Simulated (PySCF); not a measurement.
**`C=C1[SiH2][C@H]1C=O`: 4 charge schemes on one density**

C4H6OSi.
Cartesian coordinates in Å at the GFN2-xTB level; atoms count from 1:
```xyz
12
C4H6OSi angstrom
C      1.9625   -0.2581   -0.3510
C      0.7963    0.2407   -0.0030
Si    -0.4668    1.5802    0.1308
C     -0.4678   -0.3197    0.5901
C     -1.3193   -1.1803   -0.2016
O     -2.1954   -1.8957    0.2277
H      2.1960   -1.3039   -0.2098
H      2.7390    0.3523   -0.7837
H     -0.4324    2.4853    1.2645
H     -1.2254    1.9737   -1.0415
H     -0.4526   -0.5673    1.6460
H     -1.1329   -1.1078   -1.2943
```

Density: PBE0/pcSseg-1 (PySCF); schemes: Mulliken, IAO, Hirshfeld and ESP-fitted. Isolated species at its GFN2-xTB geometry (one conformer only).

Problem. Tabulate the Mulliken, IAO, Hirshfeld and ESP-fitted charges.

Solution. In e:

```json
{"atom": "C1", "environment": "terminal =CH2 carbon", "Mulliken": "-0.041", "IAO": "-0.272", "Hirshfeld": "-0.075", "ESP-fitted": "-0.403"}
{"atom": "C2", "environment": "fully substituted alkene carbon", "Mulliken": "-0.403", "IAO": "-0.241", "Hirshfeld": "-0.095", "ESP-fitted": "-0.030"}
{"atom": "Si3", "environment": "SiH2 silicon", "Mulliken": "+0.576", "IAO": "+0.660", "Hirshfeld": "+0.339", "ESP-fitted": "+0.198"}
{"atom": "C4", "environment": "sp3 carbon bound to silicon", "Mulliken": "-0.462", "IAO": "-0.397", "Hirshfeld": "-0.117", "ESP-fitted": "-0.327"}
{"atom": "C5", "environment": "aldehyde carbon", "Mulliken": "+0.312", "IAO": "+0.254", "Hirshfeld": "+0.105", "ESP-fitted": "+0.517"}
{"atom": "O6", "environment": "aldehyde oxygen", "Mulliken": "-0.374", "IAO": "-0.419", "Hirshfeld": "-0.254", "ESP-fitted": "-0.502"}
{"atom": "H7", "environment": "vinylic hydrogen", "Mulliken": "+0.127", "IAO": "+0.157", "Hirshfeld": "+0.055", "ESP-fitted": "+0.208"}
{"atom": "H8", "environment": "vinylic hydrogen", "Mulliken": "+0.131", "IAO": "+0.161", "Hirshfeld": "+0.054", "ESP-fitted": "+0.173"}
{"atom": "H9", "environment": "Si–H hydrogen", "Mulliken": "-0.045", "IAO": "-0.084", "Hirshfeld": "-0.048", "ESP-fitted": "+0.009"}
{"atom": "H10", "environment": "Si–H hydrogen", "Mulliken": "-0.044", "IAO": "-0.087", "Hirshfeld": "-0.049", "ESP-fitted": "+0.011"}
{"atom": "H11", "environment": "methine hydrogen", "Mulliken": "+0.165", "IAO": "+0.178", "Hirshfeld": "+0.054", "ESP-fitted": "+0.168"}
{"atom": "H12", "environment": "formyl hydrogen", "Mulliken": "+0.059", "IAO": "+0.088", "Hirshfeld": "+0.030", "ESP-fitted": "-0.020"}
```

Mean size of the charges over all atoms: IAO 0.250 e, Mulliken 0.228 e, ESP-fitted 0.214 e, Hirshfeld 0.106 e. Each set sums to the total charge, 0, to within 0.001 e. The ESP scheme fits charges at the nuclei, held to the total charge, to the electrostatic potential on points at 1.4 to 2.0 times the van der Waals radii.

Lowest charge. The schemes don't all agree: Mulliken C4 (-0.462); IAO O6 (-0.419); Hirshfeld O6 (-0.254); ESP-fitted O6 (-0.502).

Highest charge. The schemes don't all agree: Mulliken Si3 (+0.576); IAO Si3 (+0.660); Hirshfeld Si3 (+0.339); ESP-fitted C5 (+0.517).

Problem. How closely do the schemes follow one another over all atoms?

Solution. Correlation coefficient and root-mean-square difference: IAO with Hirshfeld 0.97, 0.167 e; Mulliken with IAO 0.95, 0.092 e; Mulliken with Hirshfeld 0.92, 0.172 e; IAO with ESP-fitted 0.81, 0.180 e; Hirshfeld with ESP-fitted 0.75, 0.197 e; Mulliken with ESP-fitted 0.74, 0.206 e.

Problem. Sum the charges by element, for elements with more than one atom.

Solution. 
```
element  atoms  Mulliken     IAO  Hirshfeld  ESP-fitted
      C      4    -0.594  -0.655     -0.182      -0.244
      H      6    +0.392  +0.414     +0.097      +0.547
```
